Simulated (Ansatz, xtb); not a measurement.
**Two isomers of C6H6FNS**

Structure I is `CC(=S)/C(F)=C/CC#N`, a singlet and structure II is `C/C(S)=C(F)/C=C\C#N`, a singlet. Both are isolated molecules in the gas phase, relaxed with B3LYP-D3(BJ)/def2-SVP; the shapes shown needn't be the lowest conformers.

I (Å):

```xyz
15

C    -2.6115   -0.0567   -0.9389
C    -1.5665    0.9027   -1.4369
C    -0.2667    0.8212   -0.7444
C     0.8421    1.5301   -1.0095
C     2.1242    1.3840   -0.2395
C     3.2749    1.1251   -1.1125
F    -0.2396   -0.0841    0.2607
N     4.1747    0.9264   -1.8135
S    -1.8447    1.9608   -2.6577
H    -2.8047    0.1117    0.1343
H    -3.5408    0.0612   -1.5069
H    -2.2493   -1.0954   -1.0241
H     0.7863    2.2458   -1.8315
H     2.0433    0.5729    0.4996
H     2.3327    2.3131    0.3228
```

II (Å):

```csv
atom,x (Å),y (Å),z (Å)
C,-0.6703,0.5855,-3.4665
C,0.4169,0.5193,-2.4349
C,0.2569,-0.1451,-1.2612
C,1.2548,-0.3858,-0.2500
C,1.0677,-0.9374,0.9750
C,-0.1720,-1.3473,1.5473
F,-0.9593,-0.6669,-0.9990
N,-1.1381,-1.6994,2.0891
S,1.9048,1.3713,-2.9008
H,-1.4832,-0.1111,-3.2281
H,-0.2708,0.3385,-4.4644
H,-1.0822,1.6067,-3.5308
H,2.2895,1.7872,-1.6741
H,2.2760,-0.1209,-0.5279
H,1.9417,-1.0916,1.6141
```

Quicker runs give these differences E(II) − E(I): GFN2-xTB +20.9 kJ/mol; HF/STO-3G +2.1 kJ/mol (at GFN2-xTB geometries); r2SCAN-D4/def2-SVP +0.9 kJ/mol (at GFN2-xTB geometries).

Problem. Estimate E(II) − E(I) at the level CCSD(T)/def2-SVP + ΔMP2/def2-TZVPP.

Solution. Calculated at CCSD(T)/def2-SVP + ΔMP2/def2-TZVPP: E(II) − E(I) = +10.4 kJ/mol, so structure I lies lower.

How the difference moves with the method:

| level | geometry | E(II) − E(I) (kJ/mol) | departure from the last row (kJ/mol) | job, with rough time for the two |
| --- | --- | --- | --- | --- |
| GFN2-xTB | GFN2-xTB | +20.9 | +10.5 | optimisation, 1.3 s |
| HF/STO-3G | GFN2-xTB | +2.1 | −8.3 | single point, 6 s |
| r2SCAN-D4/def2-SVP | GFN2-xTB | +0.9 | −9.5 | single point, 24 s |
| B3LYP-D3(BJ)/def2-SVP | B3LYP-D3(BJ)/def2-SVP | +3.7 | −6.7 | optimisation, 8 min |
| HF/def2-SVP | B3LYP-D3(BJ)/def2-SVP | +21.5 | +11.1 | part of the CCSD(T) run |
| MP2/def2-SVP | B3LYP-D3(BJ)/def2-SVP | +16.0 | +5.6 | part of the CCSD(T) run |
| CCSD(T)/def2-SVP | B3LYP-D3(BJ)/def2-SVP | +18.2 | +7.8 | single point |
| CCSD(T)/def2-SVP + ΔMP2/def2-TZVPP | B3LYP-D3(BJ)/def2-SVP | +10.4 |  | single point, 13 min |

As drawn, II has 1 C–S, 1 C=C, 1 S–H in place of 1 C–C, 1 C=S, 1 C–H.

HF/STO-3G, r2SCAN-D4/def2-SVP find them nearly level. The largest departure from CCSD(T)/def2-SVP + ΔMP2/def2-TZVPP is that of HF/def2-SVP, 11.1 kJ/mol. The last row adds to CCSD(T) the change of the MP2 difference between the two basis sets, here −7.8 kJ/mol.

With thermal terms from frequencies at re-optimised GFN2-xTB minima (ideal gas, soft modes damped towards free rotors, one conformer each, 298.15 K, 1 atm): on the last row, ΔE + ΔZPE = +1.2, ΔH = +2.5, ΔG = +0.6 kJ/mol. In free energy the two are nearly level.

The correlated steps freeze 13 core orbitals. Programs: Ansatz 0.2.0, xtb 6.7.1; the last row on 2 threads of AMD EPYC (Zen 3) on a shared host.
